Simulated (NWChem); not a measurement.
System: GaSiH₃Cl₂; SMILES [Cl][Ga]([SiH3])[Cl]

NWChem input:

```
start job
memory heap 200 mb stack 900 mb global 1100 mb
geometry units angstroms
  Ga     0.043860    -0.020413     0.018612
  Cl    -1.747572    -1.129591    -0.212944
  Cl    -0.104809     1.858429    -0.951436
  Si     1.974558    -0.770150     1.260788
  H      2.560024     0.370721     1.982684
  H      2.977983    -1.326560     0.336475
  H      1.563573    -1.808372     2.218037
end
basis spherical
  * library def2-svp
end
dft
  xc xpbe96 cpbe96
  disp vdw 4
  iterations 150
end
driver
  maxiter 120
end
task dft optimize
task dft freq
```

The level has its own optimisation; frequencies are unscaled.

Give the results of this calculation. (PBE-D3(BJ)/def2-SVP.) Quantities: r Cl–Ga (Å); r Ga–Si (Å); r H–Si (Å); highest harmonic frequency (cm⁻¹); lowest (cm⁻¹); zero-point energy (kcal/mol); dipole (D).


```
Item                               Value
---------------------------------  -----
r Cl–Ga (Å)                        2.168
r Ga–Si (Å)                        2.402
r H–Si (Å)                         1.503
highest harmonic frequency (cm⁻¹)   2192
lowest (cm⁻¹)                        -10
zero-point energy (kcal/mol)        16.5
dipole (D)                          2.50
```
